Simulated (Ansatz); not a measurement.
`[F][Cd][O][SiH3]` + H₂O → `[OH][Cd][O][SiH3]` + H–F  (formal hydrolysis of a Cd–F bond)

Computed with Ansatz on PBE0-D4/def2-TZVP structures; ΔE is electronic, products minus reactants. CBS: MP2 limit from def2 TZ/QZ plus the TZ coupled-cluster correction, frozen cores. This one scheme is used for every species. DFT in def2-TZVPP. def2 core potentials past Kr. For Cd outer-core shells are correlated without core-valence functions, which leaves a few kJ/mol of doubt a bond. Each species was taken in one conformer, which may not be the lowest.

```json
{"species": "`[F][Cd][O][SiH3]`", "BHLYP-D4 energy (Eh)": "-634.11771"}
{"species": "H₂O", "BHLYP-D4 energy (Eh)": "-76.42330"}
{"species": "`[OH][Cd][O][SiH3]`", "BHLYP-D4 energy (Eh)": "-610.07656"}
{"species": "H–F", "BHLYP-D4 energy (Eh)": "-100.45188"}
```

Question: Work out ΔE.

Answer: ΔE = (-610.07656) + (-100.45188) − (-634.11771) − (-76.42330) = 0.01257 Eh = +7.9 kcal/mol. CCSD(T)/CBS gives +6.2 kcal/mol.

Largest T1 diagnostic among the species: 0.016.

Leaving LDA and LC-ωPBE aside and taking each functional with its dispersion term where it has one, the values, not all of them listed here, spread over 2.0 kcal/mol, from PBE-QIDH to B97M-V. LDA lies −2.0 kcal/mol from PBE without D4. From BLYP to BHLYP (50 % exact exchange), in def2-TZVPP and without D4, ΔE moves by +0.8 kcal/mol. In def2-TZVPP, CCSD(T) changes the Hartree–Fock value by −5.1 kcal/mol (the triples alone add −0.7 kcal/mol) and MP2 by −6.6 kcal/mol.
